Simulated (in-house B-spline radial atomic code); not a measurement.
Orbital energies and mean radii along the 1-electron series, configuration 1s1. The effective charge is n√(-2ε), a non-relativistic measure. Computed with an all-electron radial atomic-structure program (B-spline basis): Dirac-Hartree-Fock, average of the configuration, finite nuclei.

```
  ion   Z  energy of 1s1/2 (Eh)  mean radius of 1s1/2 (bohr)  effective charge of 1s1/2
Cl16+  17               -145.06                     0.087781                     17.033
Ar17+  18                     ?                            ?                          ?
 K18+  19               -181.38                     0.078439                     19.046
Ca19+  20                     ?                            ?                          ?
Sc20+  21               -221.81                     0.070866                     21.062
Ti21+  22               -243.58                     0.067592                     22.072
```

(1) Fill in the row of Ar17+.

(2) Fill in the row of Ca19+.

(3) How does the screening of 1s1/2 change?

## Answers

(1) energy of 1s1/2 (Eh): -162.7; mean radius of 1s1/2 (bohr): 0.082852; effective charge of 1s1/2: 18.039.

(2) energy of 1s1/2 (Eh): -201.08; mean radius of 1s1/2 (bohr): 0.074465; effective charge of 1s1/2: 20.054.

(3) Z less the effective charge goes from -0.03 at Z = 17 to -0.07 at Z = 22.
